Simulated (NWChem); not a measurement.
System: C3H5FSi; SMILES CC#C[SiH2]F

The following NWChem deck was run.

```
start job
memory heap 200 mb stack 900 mb global 1100 mb
geometry units angstroms noautoz
  C      3.065721     0.267922    -0.082384
  C      1.619319     0.159724     0.062856
  C      0.411139     0.068660     0.182113
  Si    -1.384393    -0.057816     0.382239
  F     -2.072497    -0.390570    -1.041337
  H      3.329029     0.915318    -0.927386
  H      3.519455     0.694026     0.820472
  H      3.520178    -0.714809    -0.255619
  H     -1.717679    -1.154500     1.323661
  H     -1.934659     1.229780     0.871719
end
basis spherical
  C library cc-pvtz
  Si library cc-pvtz
  F library cc-pvtz
  H library cc-pvtz
end
dft
  xc pbe0
  iterations 150
  semidirect filesize 400000000
  mulliken
end
task dft energy
```

Structure relaxed at the B3LYP/6-31G* (spherical d) level.

Q: Predict the main results of this run. (PBE0/cc-pVTZ.) Quantities: basis functions; energy (Ha); highest occupied level (eV); orbital gap (eV); dipole (D).

A: The number of basis functions is 224 and the energy (Ha) is -506.40. The highest occupied level (eV) comes out as -7.92 and the orbital gap (eV) is 7.41. The dipole (D) is 2.78.
